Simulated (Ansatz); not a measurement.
Gas-phase electronic energies from Ansatz, PBE0-D4/def2-TZVP geometries. CCSD(T)/CBS adds triple-zeta CCSD(T) − MP2 to the extrapolated MP2 energy (def2 sets, frozen cores). This one scheme is used for every species, atoms too. DFT in def2-TZVPP. No spin–orbit coupling; open shells (•) take unrestricted orbitals. Spin–orbit coupling would lower the free atoms: a little for C, Cl, O, Si. Each species was taken in one conformer, which may not be the lowest.

Reaction (atomization): `O=C[SiH2]Cl` → C• + Cl• + 3 H• + O• + Si•

`O=C[SiH2]Cl`:

Cartesian coordinates in Å:
```
O -1.152 -1.035 -1.386
C -1.040 -0.277 -0.458
Si 0.718 0.111 0.221
Cl 0.560 1.436 1.780
H -1.941 0.193 0.001
H 1.330 -1.147 0.704
H 1.524 0.718 -0.862
```

CCSD(T)/CBS gives +25.82 eV.

Q: Another level gave +24.53 eV. Which?
A. r2SCAN0/def2-TZVPP
B. LDA (SPW92)/def2-TZVPP
C. CCSD/def2-TZVPP
D. PBE-D4/def2-TZVPP

A: C. CCSD/def2-TZVPP 24.53, PBE-D4 26.38, LDA (SPW92) 29.66, r2SCAN0 25.24 eV.

Largest T1 diagnostic among the species: 0.014.

From r2SCAN to r2SCAN0 (25 % exact exchange), in def2-TZVPP and without D4, ΔE moves by −0.61 eV: exact exchange takes away binding that semilocal exchange gives to molecules. The D4 term adds +0.24 eV with B3LYP and +0.12 eV with PBE0; it sums over pairs of atoms, weighted by their polarisabilities, and B3LYP, whose exchange is more repulsive, gets the larger term. In def2-TZVPP, CCSD(T) changes the Hartree–Fock value by +6.71 eV (the triples alone add +0.49 eV) and MP2 by +7.34 eV; breaking electron pairs costs correlation energy, which Hartree–Fock lacks.

B3LYP here is the variant with VWN-RPA as its local correlation; programs differ in this.

For atomizations the MP2-based limit and the directly extrapolated one differ by several kJ/mol either way, and by 10 to 25 for some Ge, Se and Sn compounds, so smaller differences from it don't rank the levels.
